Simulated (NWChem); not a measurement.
System: C2F3 cation

Excerpt of the output:

```
             Northwest Computational Chemistry Package (NWChem) 7.3.0
             --------------------------------------------------------

                             Geometry "geometry" -> ""
                             -------------------------

 Output coordinates in angstroms (scale by  1.889725989 to convert to a.u.)

  No.       Tag          Charge          X              Y              Z
 ---- ---------------- ---------- -------------- -------------- --------------
    1 F                    9.0000    -0.21059400     1.94166200     0.00000000
    2 C                    6.0000     0.44069500     0.88637900     0.00000000
    3 C                    6.0000    -0.07070500    -0.45845300     0.00000000
    4 F                    9.0000    -0.05249900    -1.11978900     1.08431500
    5 F                    9.0000    -0.05249900    -1.11978900    -1.08431500

 Effective nuclear repulsion energy (a.u.)     163.7873990584

                                 NWChem DFT Module
                                 -----------------

 Summary of "ao basis" -> "ao basis" (spherical)
 ------------------------------------------------------------------------------
       Tag                 Description            Shells   Functions and Types
 ---------------- ------------------------------  ------  ---------------------
 F                          def2-svp                 6       14   3s2p1d
 C                          def2-svp                 6       14   3s2p1d

 in cosmo_initialize ...
 calling solv_data for solv:h2o

 solvent parameters
 solvname_short: h2o
 solvname_long:  water
 dielec:       78.4000
 dielecinf:     1.7769
 aqueous SMD model solvent descriptors
 dielec:       78.4000
 sola:          0.8200

          ---------------
          -cosmo- solvent
          ---------------
 Cosmo: York-Karplus, doi: 10.1021/jp992097l
 dielectric constant -eps-     =  78.40
 screen = (eps-1)/(eps    )    =   0.98724
 surface charge correction     = lagrangian

   van der Waals surface
 --------------------------

 ---------- ATOMIC COORDINATES (A.U.) ------------ VDWR(ANG.) --
     1   -0.39796495    3.66920914    0.00000000     1.730
     2    0.83279279    1.67501343    0.00000000     1.850
     3   -0.13361308   -0.86635055    0.00000000     1.850
     4   -0.09920872   -2.11609438    2.04905824     1.730
     5   -0.09920872   -2.11609438   -2.04905824     1.730
 number of segments per atom =        128
 number of   points per atom =        128
 atom (   nspa,  nppa )
 ----------------------
    1 (     84,     0 )       0
    2 (     58,     0 )       0
    3 (     32,     0 )       0
    4 (     81,     0 )       0
    5 (     81,     0 )       0
 number of -cosmo- surface points =      336
 molecular surface =     94.940 angstrom**2
 molecular volume  =     70.044 angstrom**3
 -lineq- algorithm             =   0
 -bem- low  level              =   3
 -bem- from -octahedral-
 gaussian surface charge width =   4.50000
 degree of switching           =   1.00000
 switching function tolerance  =   0.00010
 atomic radii =
 --------------
    1  9.000  1.730
    2  6.000  1.850
    3  6.000  1.850
    4  9.000  1.730
    5  9.000  1.730
 ...... end of -cosmo- initialization ......

 nat:                     5
 ixmem:                  1509
 calling mnsol_interface()
 G(SMD-CDS) energy (kcal/mol)  =     5.403
 SMD-CDS SASA (angstrom**2)    =   105.195

            General Information
            -------------------
          SCF calculation type: DFT
          Wavefunction type:  closed shell.
          No. of atoms     :     5
          No. of electrons :    38
           Alpha electrons :    19
            Beta electrons :    19
          Charge           :     1
          Spin multiplicity:     1
          Use of symmetry is: off; symmetry adaption is: off
          Maximum number of iterations: 150
          AO basis - number of functions:    70
                     number of shells:    30
          Convergence on energy requested:  1.00D-06
          Convergence on density requested:  1.00D-05
          Convergence on gradient requested:  5.00D-04

              XC Information
              --------------
                       M06-2X Method XC Functional
                     Hartree-Fock (Exact) Exchange  0.540
                        M06-2X Exchange Functional  1.000
                      M06-2X Correlation Potential  1.000

             Grid Information
             ----------------
          Grid used for XC integration:  medium
          Radial quadrature: Mura-Knowles
          Angular quadrature: Lebedev.
          Tag              B.-S. Rad. Rad. Pts. Rad. Cut. Ang. Pts.
          ---              ---------- --------- --------- ---------
          F                   0.50       49           8.0       434
          C                   0.70       49           6.0       434
          Grid pruning is: on
          Number of quadrature shells:   245
          Spatial weights used:  Erf1

      Superposition of Atomic Density Guess
      -------------------------------------

 Sum of atomic energies:        -373.12715516

 Renormalizing density from      39.00 to     38

      Non-variational initial energy
      ------------------------------

 Total energy =    -368.627253
 1-e energy   =    -822.193843
 2-e energy   =     289.779191
 HOMO         =      -0.550658
 LUMO         =      -0.405004

   convergence    iter        energy       DeltaE   RMS-Dens  Diis-err
 ---------------- ----- ----------------- --------- --------- ---------
     COSMO gas phase
 d= 0,ls=0.0,diis     1   -374.5701067857 -5.38D+02  2.42D-02  2.32D+00
 d= 0,ls=0.0,diis     2   -374.3616024163  2.09D-01  1.40D-02  5.23D+00
 d= 0,ls=0.0,diis     3   -374.7959251375 -4.34D-01  1.36D-03  1.23D-02
 d= 0,ls=0.0,diis     4   -374.7966243308 -6.99D-04  6.19D-04  7.45D-03
 d= 0,ls=0.0,diis     5   -374.7971553247 -5.31D-04  2.23D-04  1.90D-04
  Resetting Diis
 d= 0,ls=0.0,diis     6   -374.7971817049 -2.64D-05  9.13D-05  9.36D-06
 d= 0,ls=0.0,diis     7   -374.7971839547 -2.25D-06  1.86D-05  5.14D-07
 d= 0,ls=0.0,diis     8   -374.7971840344 -7.98D-08  8.25D-06  3.67D-07

   convergence    iter        energy       DeltaE   RMS-Dens  Diis-err
 ---------------- ----- ----------------- --------- --------- ---------
     COSMO solvation phase
 d= 0,ls=0.0,diis     1   -374.9044390704 -1.07D-01  2.06D-03  7.08D-03
 d= 0,ls=0.0,diis     2   -374.9052237408 -7.85D-04  5.18D-04  4.26D-03
 d= 0,ls=0.0,diis     3   -374.9055671943 -3.43D-04  2.01D-04  3.84D-04
 d= 0,ls=0.0,diis     4   -374.9056041009 -3.69D-05  5.83D-05  2.55D-05
 d= 0,ls=0.0,diis     5   -374.9056062613 -2.16D-06  1.80D-05  3.37D-06
 d= 0,ls=0.0,diis     6   -374.9056065559 -2.95D-07  1.07D-05  2.82D-07
 d= 0,ls=0.0,diis     7   -374.9056066108 -5.49D-08  3.36D-06  1.61D-08

         Total DFT energy =     -374.905606610834
      One electron energy =     -823.378282907183
           Coulomb energy =      334.549022459601
    Exchange-Corr. energy =      -41.583535222115
 Nuclear repulsion energy =      163.787399058367

             COSMO energy =       -8.280209999505

 Numeric. integr. density =       37.999997523073

                                COSMO-SMD solvation results
                                ---------------------------

             internal energy in gas <Psi(g)|H|Psi(g)> =      -374.797184034426
         internal energy in solvent <Psi(s)|H|Psi(s)> =      -374.795922068739
                               delta internal energy  =         0.001261965686 (    0.79 kcal/mol)
   total free energy in solvent <Psi(s)|H+V/2|Psi(s)> =      -374.914216175473
 polarization energy contribution <Psi(s)|V/2|Psi(s)> =        -0.118294106734 (  -74.23 kcal/mol)
    total free energy in solvent including G(SMD-CDS) =      -374.905606610834
                       G(SMD-CDS) energy contribution =         0.008609564638 (    5.40 kcal/mol)
     1 M fixed-concentration free energy of solvation =        -0.108422576409 (  -68.04 kcal/mol)

                       DFT Final Molecular Orbital Analysis
                       ------------------------------------

 Vector   17  Occ=2.000000D+00  E=-6.398409D-01
              MO Center=  1.8D-02, -6.2D-01,  1.8D-08, r^2= 2.2D+00
   Bfn.  Coefficient  Atom+Function         Bfn.  Coefficient  Atom+Function
  ----- ------------  ---------------      ----- ------------  ---------------
    47      0.399513  4 F  py                61      0.399513  5 F  py
    50     -0.250598  4 F  py                64     -0.250598  5 F  py
    16      0.241188  2 C  s                 19     -0.205389  2 C  py
     5     -0.198845  1 F  py                33      0.156970  3 C  py
    17      0.141538  2 C  s                 46      0.129592  4 F  px

 Vector   18  Occ=2.000000D+00  E=-6.371305D-01
              MO Center= -5.8D-02, -1.0D+00, -1.5D-08, r^2= 1.7D+00
   Bfn.  Coefficient  Atom+Function         Bfn.  Coefficient  Atom+Function
  ----- ------------  ---------------      ----- ------------  ---------------
    48      0.367048  4 F  pz                62      0.367048  5 F  pz
    47      0.329761  4 F  py                61     -0.329761  5 F  py
    51     -0.228481  4 F  pz                65     -0.228481  5 F  pz
    50     -0.211944  4 F  py                64      0.211944  5 F  py
     6     -0.076228  1 F  pz                37     -0.061668  3 C  pz

 Vector   19  Occ=2.000000D+00  E=-4.172589D-01
              MO Center=  4.2D-01,  6.0D-01, -1.7D-11, r^2= 1.7D+00
   Bfn.  Coefficient  Atom+Function         Bfn.  Coefficient  Atom+Function
  ----- ------------  ---------------      ----- ------------  ---------------
    18      0.472315  2 C  px                17      0.387963  2 C  s
    16      0.265645  2 C  s                  4      0.261968  1 F  px
    31     -0.227203  3 C  s                 21      0.222115  2 C  px
    33     -0.217617  3 C  py                32      0.214492  3 C  px
    30     -0.197890  3 C  s                  7     -0.183681  1 F  px

 Vector   20  Occ=0.000000D+00  E=-1.523843D-01
              MO Center=  3.2D-01,  8.3D-01,  4.9D-09, r^2= 1.4D+00
   Bfn.  Coefficient  Atom+Function         Bfn.  Coefficient  Atom+Function
  ----- ------------  ---------------      ----- ------------  ---------------
    20      0.627548  2 C  pz                23      0.408144  2 C  pz
     6      0.301515  1 F  pz                 9     -0.260471  1 F  pz
    37      0.163224  3 C  pz                47      0.125691  4 F  py
    61     -0.125691  5 F  py                45     -0.115550  4 F  s
    59      0.115550  5 F  s                 50     -0.101385  4 F  py

 Vector   21  Occ=0.000000D+00  E=-1.221449D-01
              MO Center=  5.5D-02, -4.8D-02, -2.6D-09, r^2= 2.0D+00
   Bfn.  Coefficient  Atom+Function         Bfn.  Coefficient  Atom+Function
  ----- ------------  ---------------      ----- ------------  ---------------
    32      0.616099  3 C  px                35      0.385134  3 C  px
    17     -0.357147  2 C  s                 18     -0.247003  2 C  px
    46      0.233829  4 F  px                60      0.233829  5 F  px
    49     -0.206344  4 F  px                63     -0.206344  5 F  px
    31     -0.170041  3 C  s                  3      0.161937  1 F  s

 Vector   22  Occ=0.000000D+00  E= 1.124926D-01
              MO Center= -1.6D-02, -2.6D-01,  4.3D-09, r^2= 2.4D+00
   Bfn.  Coefficient  Atom+Function         Bfn.  Coefficient  Atom+Function
  ----- ------------  ---------------      ----- ------------  ---------------
    31      1.913279  3 C  s                 17     -1.231248  2 C  s
    45     -0.550617  4 F  s                 59     -0.550617  5 F  s
    21      0.527789  2 C  px                 3      0.479259  1 F  s
    30      0.345987  3 C  s                 16     -0.320137  2 C  s
    51      0.287357  4 F  pz                65     -0.287357  5 F  pz

     Multipole analysis of the density
     ---------------------------------

     L   x y z        total         alpha         beta         nuclear
     -   - - -        -----         -----         ----         -------
     0   0 0 0      1.000000    -19.000000    -19.000000     39.000000

     1   1 0 0     -0.175699      0.498332      0.498332     -1.172363
     1   0 1 0      0.442378      0.328608      0.328608     -0.214839
     1   0 0 1     -0.000000     -0.000000     -0.000000      0.000000

     2   2 0 0    -17.292296    -11.581611    -11.581611      5.870925
     2   1 1 0      0.018716      0.158833      0.158833     -0.298950
     2   1 0 1      0.000000      0.000000      0.000000      0.000000
     2   0 2 0    -13.857008   -118.481833   -118.481833    223.106658
     2   0 1 1      0.000000      0.000000      0.000000      0.000000
     2   0 0 2    -16.115729    -45.845621    -45.845621     75.575514
```

Level: M06-2X/def2-SVP, SMD on the gas-phase geometry. Coordinates come from a B3LYP/6-31G* (spherical d) optimisation. Solvent: water.

**Question.** Write an input that gives this output.

**Answer.** This is not unique; one that fits is the input that was run:
```
start job
memory heap 200 mb stack 700 mb global 900 mb
charge 1
geometry units angstroms noautosym nocenter noautoz
  F     -0.210594     1.941662     0.000000
  C      0.440695     0.886379     0.000000
  C     -0.070705    -0.458453     0.000000
  F     -0.052499    -1.119789     1.084315
  F     -0.052499    -1.119789    -1.084315
end
basis spherical
  F library def2-svp
  C library def2-svp
end
dft
  xc m06-2x
  iterations 150
end
cosmo
  do_cosmo_smd true
  solvent water
end
task dft energy
```
